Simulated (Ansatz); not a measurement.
`O[B]([GeH3])CCl` + `CCl` → `Cl[CH2][GeH3]` + `OBCCl`  (formal exchange of groups at a Ge–B bond)

Calculated with Ansatz (gas phase, PBE0-D4/def2-TZVP geometries, no zero-point term in ΔE). CCSD(T)/CBS adds triple-zeta CCSD(T) − MP2 to the extrapolated MP2 energy (def2 sets, frozen cores). This one scheme is used for every species. Functionals use def2-TZVPP. For Ge outer-core shells are correlated without core-valence functions, which leaves a few kJ/mol of doubt a bond. Scalar relativity is left out up to krypton. One conformer a species, not always the lowest.

```json
{"level": "PBE-D4", "ΔE (kJ/mol)": "3.9", "difference from CCSD(T)/CBS": "5.9"}
{"level": "B2PLYP", "ΔE (kJ/mol)": "-3.6", "difference from CCSD(T)/CBS": "-1.6"}
{"level": "r2SCAN", "ΔE (kJ/mol)": "-0.7", "difference from CCSD(T)/CBS": "1.3"}
{"level": "HF/def2-TZVPP", "ΔE (kJ/mol)": "-6.7", "difference from CCSD(T)/CBS": "-4.7"}
{"level": "MP2/def2-TZVPP", "ΔE (kJ/mol)": "-5.2", "difference from CCSD(T)/CBS": "-3.2"}
{"level": "SCS-MP2/def2-TZVPP", "ΔE (kJ/mol)": "-5.1", "difference from CCSD(T)/CBS": "-3.1"}
{"level": "CCSD/def2-TZVPP", "ΔE (kJ/mol)": "-1.6", "difference from CCSD(T)/CBS": "0.4"}
{"level": "CCSD(T)/def2-TZVPP", "ΔE (kJ/mol)": "-1.2", "difference from CCSD(T)/CBS": "0.8"}
{"level": "MP2/def2-QZVPP", "ΔE (kJ/mol)": "-6.1", "difference from CCSD(T)/CBS": "-4.1"}
{"level": "HF/CBS(def2)", "ΔE (kJ/mol)": "-8.1", "difference from CCSD(T)/CBS": "-6.1"}
{"level": "CCSD(T)/CBS", "ΔE (kJ/mol)": "-2.0", "difference from CCSD(T)/CBS": "0"}
```

Largest T1 diagnostic among the species: 0.013.
